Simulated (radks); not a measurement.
Values are calculated unless marked as measured or tabulated.
The gold anion Au-, [Hg], held by a Watson sphere: a shell of charge +1 at radius R that stands for the Madelung well of a crystal (potential energy -1/R inside, -1/r outside, in hartree with lengths in bohr). Code: a radial shooting solver on a logarithmic mesh with Libxc functionals. Model: scalar-relativistic Kohn-Sham, r2SCAN, spin-unpolarised, spherical densities, finite nucleus; meta-GGA in the generalised Kohn-Sham scheme; Fermi nuclear charge, rms radius of each element as measured or else 0.836 A^(1/3) + 0.57 fm.

R (bohr)  e(5p) (eV)  e(5d) (eV)  e(6s) (eV)  <r> 6s (bohr)  sum of <r^2> (bohr^2)  X-ray form factor at sin(theta)/lambda = 0.1 1/angstrom
2.99         -61.439      -7.292      -6.714          2.842                  70.09                                                   75.560
3.09         -61.315      -7.155      -6.612          2.859                  70.46                                                   75.546
3.47         -60.870      -6.666      -6.214          2.921                  71.73                                                   75.502
4            -60.306      -6.063      -5.667          2.996                  73.23                                                   75.455
5.06         -59.363      -5.087      -4.713          3.105                  75.39                                                   75.402
5.91         -58.762      -4.477      -4.099          3.159                  76.51                                                   75.381
